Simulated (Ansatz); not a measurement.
Relaxation of C$_{2}$H$_{8}$AlGeN (13 atoms, charge 0, multiplicity 1), to a largest force component of 0.015 eV/Å in at most 40 steps.

Level of theory: RKS PBE/def2-SVP (Ansatz).

```xyz
13
Properties=species:S:1:pos:R:3
C -0.566 0.975 1.760
C -0.231 0.408 0.625
Ge -0.902 1.022 -1.096
Al 1.012 -1.170 0.678
N 1.438 -2.061 -0.960
H -1.275 1.896 1.710
H -0.249 0.670 2.722
H -2.111 0.248 -1.464
H -1.191 2.551 -0.965
H 0.221 0.781 -2.137
H 1.445 -1.742 2.105
H 1.092 -3.007 -0.893
H 2.480 -2.142 -0.938
```

Q: Where does it end, and by what steps?

A: The forces met the threshold. After 16 steps the energy has fallen by 0.880 eV; H12 moved furthest, 1.17 Å.

```json
{"step": "0", "energy less start (eV)": "0.0000", "largest force component (eV/Å)": "3.043", "accepted": "yes"}
{"step": "1", "energy less start (eV)": "-0.3189", "largest force component (eV/Å)": "1.060", "accepted": "yes"}
{"step": "2", "energy less start (eV)": "-0.3611", "largest force component (eV/Å)": "0.649", "accepted": "yes"}
{"step": "3", "energy less start (eV)": "-0.4169", "largest force component (eV/Å)": "0.915", "accepted": "yes"}
{"step": "4", "energy less start (eV)": "-0.4536", "largest force component (eV/Å)": "1.633", "accepted": "yes"}
{"step": "5", "energy less start (eV)": "-0.6438", "largest force component (eV/Å)": "0.650", "accepted": "yes"}
{"step": "6", "energy less start (eV)": "-0.7262", "largest force component (eV/Å)": "0.553", "accepted": "yes"}
{"step": "7", "energy less start (eV)": "-0.7769", "largest force component (eV/Å)": "1.265", "accepted": "yes"}
{"step": "8", "energy less start (eV)": "-0.8540", "largest force component (eV/Å)": "0.438", "accepted": "yes"}
{"step": "9", "energy less start (eV)": "-0.8566", "largest force component (eV/Å)": "0.465", "accepted": "yes"}
{"step": "10", "energy less start (eV)": "-0.8735", "largest force component (eV/Å)": "0.182", "accepted": "yes"}
{"step": "11", "energy less start (eV)": "-0.8748", "largest force component (eV/Å)": "0.094", "accepted": "yes"}
{"step": "12", "energy less start (eV)": "-0.8793", "largest force component (eV/Å)": "0.019", "accepted": "yes"}
{"step": "13", "energy less start (eV)": "-0.8796", "largest force component (eV/Å)": "0.024", "accepted": "yes"}
{"step": "14", "energy less start (eV)": "-0.8797", "largest force component (eV/Å)": "0.028", "accepted": "yes"}
{"step": "15", "energy less start (eV)": "-0.8797", "largest force component (eV/Å)": "0.018", "accepted": "yes"}
{"step": "16", "energy less start (eV)": "-0.8798", "largest force component (eV/Å)": "0.008", "accepted": "yes"}
```

```xyz
13
Properties=species:S:1:pos:R:3
C -0.453 1.075 1.726
C -0.153 0.369 0.606
Ge -0.908 0.957 -1.103
Al 1.018 -1.194 0.798
N 1.420 -2.201 -0.621
H -1.109 1.970 1.727
H -0.055 0.798 2.723
H -1.738 -0.185 -1.758
H -1.826 2.196 -0.890
H 0.223 1.329 -2.106
H 1.631 -1.601 2.217
H 1.090 -2.056 -1.579
H 2.022 -3.028 -0.591
```

The run took 58 s on 2 threads of Arm Neoverse V1, on a shared host, peak memory 0.19 GiB.
